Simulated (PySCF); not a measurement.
# One molecule, several mistakes: Al2GeH5O

These are calculations, not measurements. The program is PySCF 2.14.0, an open-source quantum chemistry code, run on an isolated molecule that a program drew, which may never have been made. The molecule is Al2GeH5O (charge 0, doublet), drawn as the SMILES string `[OH][AlH][GeH][AlH2]`.

Each row is a Hartree-Fock (HF) and frozen-core CCSD(T) single point in the cc-pV(D+d)Z basis, meant for a local HF minimum. Run 1 is clean. Each other run has one planted mistake out of seven kinds, and not every kind appears here: one electron removed, one electron added, multiplicity raised by two, geometry at a saddle point, minimal basis STO-3G, one bond length entered in bohr, all coordinates scaled. The reference is restricted for singlets and unrestricted otherwise, and also for a bond in bohr. Adding or removing an electron swaps singlet and doublet. Electrons count all cores. HOMO and LUMO are orbital energies over both spins, the gradient is its largest component, and the lowest frequency (negative if imaginary) is given only where the gradient is small. Bond lengths are over the 8 bonds as drawn. T1 is the CCSD diagnostic: over 0.02 (restricted) or 0.045 (unrestricted) a single reference is doubtful. Germanium has the cc-pVDZ-PP basis, with a core potential (ECP10MDF) in place of its 10 inner electrons, and its 3s, 3p and 3d shells are frozen in CCSD(T).

Geometry of the clean run:
```xyz
9
Al2GeH5O, angstrom
O    -0.6666   -1.8751   -0.0810
Al    0.1541   -0.9510   -1.2349
Ge   -0.3752    1.4371   -1.4105
Al    0.5814    3.1006   -2.9354
H    -0.5743   -2.7948    0.1049
H     1.2314   -1.6397   -2.1630
H    -1.4467    1.9464   -0.4337
H     1.6889    2.6429   -3.9664
H     0.1057    4.6065   -2.8957
```

```
run,electrons,basis functions,<S^2>,HOMO (eV),LUMO (eV),gradient (hartree/bohr),lowest frequency (cm^-1),mean bond (Å),longest bond (Å),T1,HF (hartree),CCSD(T) (hartree),mistake
1,71,108,0.760,-7.92,-0.05,3.8e-06,41,1.7268,2.452,0.0155,-855.04216,-855.49413,no fault
2,70,108,0.000,-15.13,-6.47,4.6e-02,-,1.7268,2.452,0.0164,-854.77894,-855.21702,one electron removed
3,71,108,0.759,-8.07,-0.09,6.4e-02,-,1.6405,2.330,0.0141,-855.02053,-855.46809,all coordinates scaled
4,71,108,3.779,-4.88,-2.39,3.7e-02,-,1.7268,2.452,0.0224,-854.89393,-855.34447,multiplicity raised by two
5,72,108,0.000,-1.36,5.28,3.7e-02,-,1.7268,2.452,0.0181,-855.06333,-855.55057,?
6,71,108,1.650,-8.17,0.03,4.1e-03,-,1.8977,2.904,0.0279,-854.95968,-855.39295,?
```

**Which mistake was planted in run 5, and what did it cost?**

It counts 72 electrons, one more than the clean run, at the same geometry and basis. So the mistake is: one electron added. Subtracting run 1 and multiplying by 627.51 kcal/mol a hartree, the energy moved by -13.3 kcal/mol in HF and -35.4 kcal/mol in CCSD(T).

**Which mistake was planted in run 6, and what did it cost?**

The mean bond changes by a factor of 1.099 and the longest by 1.184, so the molecule wasn't scaled as a whole. A length L in bohr read as angstrom grows by (1/0.5292 - 1) L = 0.890 L. The 8 bonds together grew by 8 x 0.1709 = 1.367 Å, which gives L = 1.537 Å. That is bond Ge3-H7, 1.537 Å in the clean geometry. So the mistake is: one bond length entered in bohr. Subtracting run 1 and multiplying by 627.51 kcal/mol a hartree, the energy moved by 51.8 kcal/mol in HF and 63.5 kcal/mol in CCSD(T).

